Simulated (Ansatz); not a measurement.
Reaction (formal exchange of groups at a B–Si bond): `OB(F)[SiH3]` + `[SiH3][SiH3]` → `OB(F)[SiH2][SiH3]` + SiH₄

Gas-phase electronic energies from Ansatz, PBE0-D4/def2-TZVP geometries. CCSD(T)/CBS adds triple-zeta CCSD(T) − MP2 to the extrapolated MP2 energy (def2 sets, frozen cores). This one scheme is used for every species. Functionals use def2-TZVPP. Each species was taken in one conformer, which may not be the lowest.

`OB(F)[SiH3]`:

Z-matrix (Å, degrees):
```
Si
B 1 2.039
H 1 1.487 2 110.6
H 1 1.487 2 110.6 3 -120.2
H 1 1.491 2 110.3 3 119.9
F 2 1.329 1 119.2 3 60.1
O 2 1.349 1 125.2 3 -120.0
H 7 0.959 2 113.8 1 0.0
```

`[SiH3][SiH3]`:

Z-matrix (Å, degrees):
```
Si
Si 1 2.338
H 1 1.488 2 110.3
H 1 1.488 2 110.3 3 120.0
H 1 1.488 2 110.3 3 -120.0
H 2 1.488 1 110.3 3 59.9
H 2 1.488 1 110.3 3 179.9
H 2 1.488 1 110.3 3 -60.1
```

`OB(F)[SiH2][SiH3]`:

Cartesian coordinates in Å:
```
O -0.336 1.820 -1.752
B -0.415 0.495 -1.519
F -0.100 -0.353 -2.504
Si -0.937 -0.211 0.309
Si 1.004 -0.700 1.525
H -0.047 2.034 -2.647
H -1.736 -1.460 0.167
H -1.741 0.793 1.057
H 1.821 0.531 1.698
H 1.821 -1.708 0.796
H 0.668 -1.242 2.869
```

SiH₄:

Z-matrix (Å, degrees):
```
Si
H 1 1.485
H 1 1.485 2 109.5
H 1 1.485 2 109.5 3 -120.0
H 1 1.485 2 109.5 3 120.0
```

```json
{"level": "PBE-D4", "ΔE (kJ/mol)": "-7.2"}
{"level": "r2SCAN", "ΔE (kJ/mol)": "-6.7"}
{"level": "HF/def2-TZVPP", "ΔE (kJ/mol)": "-6.6"}
{"level": "SCS-MP2/def2-TZVPP", "ΔE (kJ/mol)": "-8.9"}
{"level": "HF/def2-QZVPP", "ΔE (kJ/mol)": "-6.1"}
{"level": "MP2/def2-QZVPP", "ΔE (kJ/mol)": "-9.3"}
{"level": "SCS-MP2/def2-QZVPP", "ΔE (kJ/mol)": "-8.4"}
{"level": "HF/CBS(def2)", "ΔE (kJ/mol)": "-6.1"}
```

Problem. What does CCSD(T)/CBS give? (An estimate is asked.)

Solution. Ansatz gave: -7.8 kJ/mol. The listed levels differ from it by 0.6, 1.1, 1.2, -1.1, 1.7, -1.5, -0.6, 1.7 kJ/mol.

Largest T1 diagnostic among the species: 0.014.
